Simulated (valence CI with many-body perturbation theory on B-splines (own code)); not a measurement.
**Questions on Mg7+**

Calculated by valence CI with perturbative core correlation (CI+MBPT): three valence electrons over a frozen Dirac-Fock core [He], radial functions for each j: 11 s, 11 p, 9 d, 7 f, 5 g, 2 h, 1 i, with the one-electron correlation potential Σ1, the two-electron term Σ2, the three-electron term Σ3, Breit, model QED; selected CI, second order for the rest, scaled by the run's own slope (own B-spline code, finite nucleus).

No measured levels were compared; by estimate levels hold to about 100 cm⁻¹ or 0.05 % of their energy and the worst to 300 or 400 cm⁻¹, as in measured light ions of charge 2 to 7.

Rates and lifetimes use the calculated energies. Strong lines usually hold to 10 to 20 %, long lifetimes can be off by a factor of two.

(1) What is the ground level?

(2) Name the longest-lived excited levels whose lifetime is computed, and their main decay.

(3) What is the ionisation energy?

(4) Where does the other parity begin?

(5) How well does LS coupling describe the low levels?

(6) What are the static dipole polarisabilities of the lowest levels?

(7) Among levels below 199.92 eV, which E1 lines absorb most strongly from the ground level?

## Answers

(1) 2s2 2p 2P°_1/2, composition 96 % 2s2 2p 2P° + 3 % 2p3 2P°, g = 0.665.

(2) 2s2 2p 2P°_3/2 at 0.41 eV lives 3.08 s, mostly by M1 to 2s2 2p 2P°_1/2; 2s 2p2 4P_3/2 at 16.24 eV lives 55.2 μs, mostly by E1 to 2s2 2p 2P°_3/2; 2s 2p2 4P_5/2 at 16.45 eV lives 16.6 μs, mostly by E1 to 2s2 2p 2P°_3/2.

(3) 265.89 eV; NIST lists 265.924 eV (semi-empirical).

(4) At 2s 2p2 4P_1/2, 16.10 eV.

(5) Among the lowest 20 levels the leading LS term, summed over configurations, holds 100 % on average. For single configurations the figures are 97 % in LS and 76 % in jj coupling. Terms hardly mix: every one of these levels is at least 95 % one term.

(6) 2s2 2p 2P°_1/2 0.226; 2s2 2p 2P°_3/2 0.227 (tensor 0.017) bohr³, of which the core gives 0.000487.

(7) to 2s2 3d 2D_3/2 at 7.486 nm, f = 0.603; to 2s 2p 3p 2D_3/2 at 6.942 nm, f = 0.199; to 2s 2p2 2P_1/2 at 31.36 nm, f = 0.122.
